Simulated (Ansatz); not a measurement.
`OCC(F)[SiH3]`, charge 0, multiplicity 1.

Q: Give a relaxed structure at PBE0-D4/def2-TZVP (Ansatz). (Estimate.)

A: The calculation gave: 
```xyz
12

O     0.356    0.557   -1.747
C     0.496   -0.648   -1.033
C    -0.301   -0.665    0.246
F    -1.665   -0.743   -0.086
Si   -0.055    0.881    1.336
H    -0.572    0.656   -1.980
H     1.557   -0.749   -0.790
H     0.208   -1.512   -1.648
H    -0.057   -1.574    0.809
H    -0.697    2.064    0.718
H    -0.673    0.624    2.663
H     1.403    1.108    1.513
```
This is one stationary point; other conformers may exist.
